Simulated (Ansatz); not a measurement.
La₂O₃⁻. Charge -1, multiplicity 2. Geometry PBE0-D4/def2-SVPD, basis def2-TZVPD, Ansatz.

```
atom   x (Å)   y (Å)   z (Å)
 La1   0.679  -0.858  -0.664
 La2  -1.763   0.768   1.141
  O3  -0.094  -0.466   1.532
  O4   2.417   0.057  -1.121
  O5  -1.239   0.500  -0.888
```

```json
{"run": "A", "HOMO (eV)": "-0.10", "LUMO (eV)": "1.61"}
{"run": "B", "HOMO (eV)": "-1.39", "LUMO (eV)": "2.70"}
{"run": "C", "HOMO (eV)": "0.02", "LUMO (eV)": "1.32"}
{"run": "D", "HOMO (eV)": "-1.60", "LUMO (eV)": "2.67"}
```

In the def2 sets La takes a core potential; there is no spin–orbit coupling. LC-ωPBE has ω = 0.4 bohr⁻¹. B3LYP takes the VWN-RPA correlation. Another isomer (doublet) lies 0.45 eV lower at PBE0-D4/def2-TZVPD; other spin states weren't run for this one.

HOMO and LUMO are taken over both spins.

Problem. The runs used B3LYP, LC-ωPBE, PBE0, ωB97X-V. Estimate which is which.

Solution. A PBE0 (25 % exact exchange); B ωB97X-V (range-separated); C B3LYP (20 % exact exchange); D LC-ωPBE (range-separated). Exact exchange lowers occupied and raises empty levels; among semilocal functionals meta-GGAs tend to open the gap a little, and such runs are hard to tell apart. The gap grows from 1.29 eV (B3LYP) to 4.27 eV (LC-ωPBE). At B3LYP-D4/def2-TZVPD the highest occupied level of the charge -1 doublet lies above zero (up to 0.02 eV). The electron is either unbound and held by the finite basis, or the level is raised by self-interaction error.
